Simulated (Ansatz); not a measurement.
`C/C([SiH3])=C\F` + `C[O][GeH]([OH])[OH]` → `[OH][GeH]([OH])[O][SiH3]` + `CC(C)=CF`  (formal exchange of groups at the Si–C bond)

Program: Ansatz. Geometries: PBE0-D4/def2-TZVP. ΔE: electronic, gas phase. CCSD(T)/CBS adds triple-zeta CCSD(T) − MP2 to the extrapolated MP2 energy (def2 sets, frozen cores). DFT in def2-TZVPP. B3LYP here is the variant with VWN-RPA as its local correlation; programs differ in this. For Ge outer-core shells are correlated without core-valence functions, which leaves a few kJ/mol of doubt a bond. Scalar relativity is left out up to krypton. One conformer a species, not always the lowest.

(1) Is it downhill or uphill in electronic energy at CCSD(T)/CBS, and by how much? (Best estimate.)

(2) What do these levels give: r2SCAN, B3LYP, CCSD/def2-TZVPP, MP2/def2-QZVPP, HF/CBS(def2), MP2/CBS(def2)? (Estimate.)

Largest T1 diagnostic among the species: 0.012.

Answers

(1) Computed: Downhill: ΔE = -39.6 kcal/mol.

(2) The calculation gave: r2SCAN -38.4, B3LYP -38.3, CCSD/def2-TZVPP -39.9, MP2/def2-QZVPP -40.9, HF/CBS(def2) -42.6, MP2/CBS(def2) -40.9 kcal/mol.

From PBE to PBE0 (25 % exact exchange), in def2-TZVPP and without D4, ΔE moves by −2.1 kcal/mol. In def2-TZVPP, CCSD(T) changes the Hartree–Fock value by +2.9 kcal/mol (the triples alone add +0.7 kcal/mol) and MP2 by +1.7 kcal/mol.
